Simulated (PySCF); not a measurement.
Work out the structure from these simulated measurements.

Formula: C4H12NPSi2.

- 13C NMR: chemical shifts (computed TMS as zero) by class: 113.3 (1 C), 90.8 (1 C), 6.0 (1 C), -10.7 (1 C) ppm [GIAO PBE0/pcSseg-1]
- 1H NMR: chemical shifts (computed TMS as zero) by class: 3.90 (1 H), 3.86 (1 H), 2.03 (3 H), 1.07 (2 H), 0.52 (2 H), 0.23 (3 H) ppm [GIAO PBE0/pcSseg-1]
- Rotational structure: rotational constants A, B, C: 1.054, 0.777, 0.549 GHz [GFN2-xTB]
- Dipole: 2.25 D [PBE0/pcSseg-1]
- NMR, other nuclei: isotropic shieldings of nuclei other than C and H, by class: 247 (1 N), 387 (1 Si), 421 (1 Si), 600 (1 P) ppm [GIAO PBE0/pcSseg-1]

Gas-phase values; electronic properties from PySCF, density fitting. Levels stand in brackets. The structure is a single GFN2-xTB conformer in the gas phase; no vibrational or solvent corrections. NMR classes are plain means over equivalent atoms (diastereotopic ones count apart unless rotation or inversion swaps them), as if these changed places fast.

Q: What is the compound? Reason from the data.

A: Numbering: `[CH3:1][C:2]#[C:3][Si@:4]([NH2:5])([PH2:6])[SiH2:7][CH3:8]`. 4 carbons fall into 4 classes; from least to most shielded: alkyne carbon [C2] (113.3 ppm), alkyne carbon [C3] (90.8 ppm), propargylic carbon [C1] (6.0 ppm), Si-methyl carbon [C8] (-10.7 ppm). Hydrogen classes from least to most shielded: 1 H on an SiH2 silicon, Si7 (3.90 ppm), 1 H on an SiH2 silicon, Si7 (3.86 ppm), 3 H on a propargylic carbon, C1 (2.03 ppm), 2 H on a three-coordinate phosphorus, P6 (1.07 ppm), 2 H on a silicon-bound nitrogen, N5 (0.52 ppm), 3 H on an Si-methyl carbon, C8 (0.23 ppm). The other shieldings belong to: 247 ppm, silicon-bound nitrogen [N5]; 387 ppm, four-coordinate silicon [Si4]; 421 ppm, SiH2 silicon [Si7]; 600 ppm, three-coordinate phosphorus [P6]. The optimised geometry has point group C1 and is an asymmetric top. Structure: `CC#C[Si@](N)(P)[SiH2]C`. The assignments are read from this structure; whether some other isomer fits the data as well wasn't checked. The mirror image fits equally.

Conformer computed: `[CH3:1][C:2]#[C:3][Si@:4]([NH2:5])([PH2:6])[SiH2:7][CH3:8]`: C3–Si4–Si7–C8 -84°, H–N5–Si4–C3 63°, H–N5–Si4–C3 -76°, H–P6–Si4–C3 -64°, H–P6–Si4–C3 -157°.
